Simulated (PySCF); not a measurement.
## Calculated data, CH10GeSi2, BGeH7OSi, GeH8OSi2

All values are calculated (PySCF 2.14.0). Calculation on a computer-drawn molecule: the log of a Hartree-Fock and frozen-core CCSD(T) single point meant for a local Hartree-Fock minimum, with one planted fault or none, to be diagnosed. Offsets are logged minus clean, where the clean run is the same molecule without the fault. The reference is restricted for singlets and unrestricted otherwise, and also for a bond in bohr or an excited solution. Adding or removing an electron swaps singlet and doublet. The excited solution moves the top pair (singlet) or top alpha electron (doublet) to the lowest empty orbital. Highest occupied and lowest empty are orbital energies over both spins, largest force is the largest gradient component, triples share is (T) over the correlation energy, the T1 limit is 0.02 restricted and 0.045 unrestricted, electrons count all cores, a negative frequency is imaginary (commonest isotopes), and the dipole is about the centre of nuclear charge; on germanium a core potential holds 10 electrons, which the energies leave out, and 3d is frozen in MP2 and coupled-cluster steps.

Common to all runs: meant charge 0; meant multiplicity 1; meant basis cc-pV(D+d)Z; meant basis and core potential on germanium cc-pVDZ-PP ECP10MDF; logged SCF converged yes; possible faults no fault, one electron removed, one electron added, multiplicity raised by two, geometry at a saddle point, SCF held on an excited solution, minimal basis STO-3G, one bond length entered in bohr, all coordinates scaled.

```json
{"entry": 1, "formula": "CH10GeSi2", "logged_structure": {"atoms_angstrom": [["Si", -0.5093, 2.3921, -1.9731], ["C", 0.8665, 1.1029, -1.9483], ["Si", 1.2717, 0.251, -0.3093], ["Ge", -0.5388, -1.0961, 0.534], ["H", -0.6394, 2.9753, -3.3296], ["H", -0.2148, 3.4841, -1.0148], ["H", -1.8054, 1.7759, -1.6009], ["H", 0.6248, 0.3303, -2.6879], ["H", 1.7851, 1.5887, -2.2998], ["H", 2.4488, -0.6349, -0.4934], ["H", 1.6243, 1.2657, 0.7152], ["H", -1.0411, -2.0685, -0.5432], ["H", -1.7253, -0.2361, 0.9867], ["H", -0.062, -1.9222, 1.7361]]}, "given": {"logged_electrons": 75, "logged_basis_functions": 133, "logged_spin_squared": 0.7566, "logged_highest_occupied [eV]": -16.199, "logged_lowest_empty [eV]": -8.1888, "logged_largest_force [hartree/bohr]": 0.074112, "logged_T1_diagnostic": 0.015608, "logged_D1_diagnostic": 0.077633, "logged_triples_share": 0.027388, "logged_CC_converged": "yes", "logged_dipole_magnitude [debye]": 2.6925, "logged_SCF_stable_within_its_kind": "yes", "logged_energy_HF [hartree]": -914.59992, "logged_energy_CCSD(T) [hartree]": -915.12922, "drawn_bonds_atom": [1, 2, 3, 1, 1, 1, 2, 2, 3, 3, 4, 4, 4], "drawn_bonds_other_atom": [2, 3, 4, 5, 6, 7, 8, 9, 10, 11, 12, 13, 14], "drawn_bonds_order": [1, 1, 1, 1, 1, 1, 1, 1, 1, 1, 1, 1, 1]}, "results": {"planted_fault": "one electron removed", "HF_energy_offset_from_clean_run [kcal/mol]": 215.1, "CCSD(T)_energy_offset_from_clean_run [kcal/mol]": 227.7}}
{"entry": 2, "formula": "BGeH7OSi", "logged_structure": {"atoms_angstrom": [["Si", -1.6553, -1.3809, -1.5648], ["O", -0.973, 0.0161, -2.1568], ["B", -0.3481, 1.1271, -1.7208], ["Ge", 0.0584, 1.5497, 0.3049], ["H", -2.7656, -1.0433, -0.6528], ["H", -0.6333, -2.1667, -0.8463], ["H", -2.1591, -2.1377, -2.7227], ["H", -0.0031, 1.9255, -2.5544], ["H", -0.611, 2.87, 0.7175], ["H", -0.4289, 0.4583, 1.2737], ["H", 1.5706, 1.7202, 0.5196]]}, "given": {"logged_electrons": 66, "logged_basis_functions": 109, "logged_spin_squared": 0.0, "logged_highest_occupied [eV]": -4.3544, "logged_lowest_empty [eV]": -3.3502, "logged_largest_force [hartree/bohr]": 0.061556, "logged_CC_converged": "no", "logged_dipole_magnitude [debye]": 2.451, "logged_SCF_stable_within_its_kind": "no", "logged_energy_HF [hartree]": -685.56419, "drawn_bonds_atom": [1, 2, 3, 1, 1, 1, 3, 4, 4, 4], "drawn_bonds_other_atom": [2, 3, 4, 5, 6, 7, 8, 9, 10, 11], "drawn_bonds_order": [1, 1, 1, 1, 1, 1, 1, 1, 1, 1]}, "results": {"planted_fault": "SCF held on an excited solution", "HF_energy_offset_from_clean_run [kcal/mol]": 272.0}, "notes": ["CCSD not converged"]}
{"entry": 3, "formula": "BGeH7OSi", "logged_structure": {"atoms_angstrom": [["Si", -1.6553, -1.3809, -1.5648], ["O", -0.973, 0.0161, -2.1568], ["B", -0.3481, 1.1271, -1.7208], ["Ge", 0.0584, 1.5497, 0.3049], ["H", -2.7656, -1.0433, -0.6528], ["H", -0.6333, -2.1667, -0.8463], ["H", -2.1591, -2.1377, -2.7227], ["H", -0.0031, 1.9255, -2.5544], ["H", -0.611, 2.87, 0.7175], ["H", -0.4289, 0.4583, 1.2737], ["H", 1.5706, 1.7202, 0.5196]]}, "given": {"logged_electrons": 65, "logged_basis_functions": 109, "logged_spin_squared": 0.7657, "logged_highest_occupied [eV]": -17.266, "logged_lowest_empty [eV]": -7.9583, "logged_largest_force [hartree/bohr]": 0.089347, "logged_T1_diagnostic": 0.023005, "logged_D1_diagnostic": 0.11411, "logged_triples_share": 0.028432, "logged_CC_converged": "yes", "logged_dipole_magnitude [debye]": 1.5758, "logged_SCF_stable_within_its_kind": "yes", "logged_energy_HF [hartree]": -685.66352, "logged_energy_CCSD(T) [hartree]": -686.19233, "drawn_bonds_atom": [1, 2, 3, 1, 1, 1, 3, 4, 4, 4], "drawn_bonds_other_atom": [2, 3, 4, 5, 6, 7, 8, 9, 10, 11], "drawn_bonds_order": [1, 1, 1, 1, 1, 1, 1, 1, 1, 1]}, "results": {"planted_fault": "one electron removed", "HF_energy_offset_from_clean_run [kcal/mol]": 209.7, "CCSD(T)_energy_offset_from_clean_run [kcal/mol]": 217.0}}
{"entry": 4, "formula": "GeH8OSi2", "logged_structure": {"atoms_angstrom": [["Si", -0.4715, 0.1727, -3.1829], ["O", -0.0523, 0.6489, -1.669], ["Si", 0.9857, 1.2355, -0.5352], ["Ge", -0.1503, 1.3505, 1.5745], ["H", -0.3194, 1.3, -4.1278], ["H", -1.8786, -0.2712, -3.1659], ["H", 0.3945, -0.9436, -3.6198], ["H", 1.4566, 2.5805, -0.9401], ["H", 2.1675, 0.3477, -0.4354], ["H", 0.7901, 1.8949, 2.6587], ["H", -1.3686, 2.2776, 1.4857], ["H", -0.6307, -0.0395, 2.0091]]}, "given": {"logged_electrons": 76, "logged_basis_functions": 123, "logged_spin_squared": 0.0, "logged_highest_occupied [eV]": -2.8694, "logged_lowest_empty [eV]": -4.6175, "logged_largest_force [hartree/bohr]": 0.074991, "logged_CC_converged": "no", "logged_dipole_magnitude [debye]": 1.7074, "logged_SCF_stable_within_its_kind": "no", "logged_energy_HF [hartree]": -950.27104, "drawn_bonds_atom": [1, 2, 3, 1, 1, 1, 3, 3, 4, 4, 4], "drawn_bonds_other_atom": [2, 3, 4, 5, 6, 7, 8, 9, 10, 11, 12], "drawn_bonds_order": [1, 1, 1, 1, 1, 1, 1, 1, 1, 1, 1]}, "results": {"planted_fault": "SCF held on an excited solution", "HF_energy_offset_from_clean_run [kcal/mol]": 363.3}, "notes": ["CCSD not converged"]}
```
